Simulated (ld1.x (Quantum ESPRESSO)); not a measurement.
## An all-electron radial function and its pseudo partner (carbon)

Columns: radius, all-electron u(r) and pseudo u(r) of the 2p shell (level -24.15 eV) of carbon in the configuration [He] 2s2 2p0.5; LDA (PZ), scalar-relativistic, PAW scheme, ld1.x (Quantum ESPRESSO) 7.5.

| r (bohr) | all-electron | pseudo |
| --- | --- | --- |
| 0.095 | 0.0546 | 0.0129 |
| 0.190 | 0.1691 | 0.0506 |
| 0.285 | 0.2998 | 0.1102 |
| 0.380 | 0.4251 | 0.1875 |
| 0.475 | 0.5353 | 0.2768 |
| 0.570 | 0.6264 | 0.3719 |
| 0.665 | 0.6979 | 0.4664 |
| 0.760 | 0.7505 | 0.5544 |
| 0.855 | 0.7859 | 0.6309 |
| 0.950 | 0.8060 | 0.6922 |
| 1.045 | 0.8129 | 0.7362 |
| 1.140 | 0.8088 | 0.7620 |
| 1.235 | 0.7956 | 0.7708 |
| 1.330 | 0.7752 | 0.7646 |
| 1.425 | 0.7493 | 0.7463 |
| 1.520 | 0.7192 | 0.7192 |
| 1.615 | 0.6861 | 0.6867 |
| 1.710 | 0.6511 | 0.6513 |
| 1.805 | 0.6150 | 0.6150 |
| 1.900 | 0.5785 | 0.5785 |
| 1.995 | 0.5421 | 0.5421 |
| 2.090 | 0.5063 | 0.5063 |
| 2.185 | 0.4714 | 0.4714 |
| 2.280 | 0.4376 | 0.4376 |
| 2.375 | 0.4053 | 0.4053 |
| 2.470 | 0.3745 | 0.3745 |

Question: How many radial nodes do the two functions have?

Answer: The all-electron 2p function has n − l − 1 = 0; the pseudo-wave has 0.

Question: At about which radius was the pseudo-wave matched?

Answer: 1.85 bohr. The columns agree to 0.0005 from 1.71 bohr on; several derivatives are matched, so the curves merge somewhat inside the radius.

Question: Is the pseudo-wave norm-conserving?

Answer: No, it belongs to a PAW set: the norm inside the radius is not constrained, and the difference is carried by the augmentation charge.
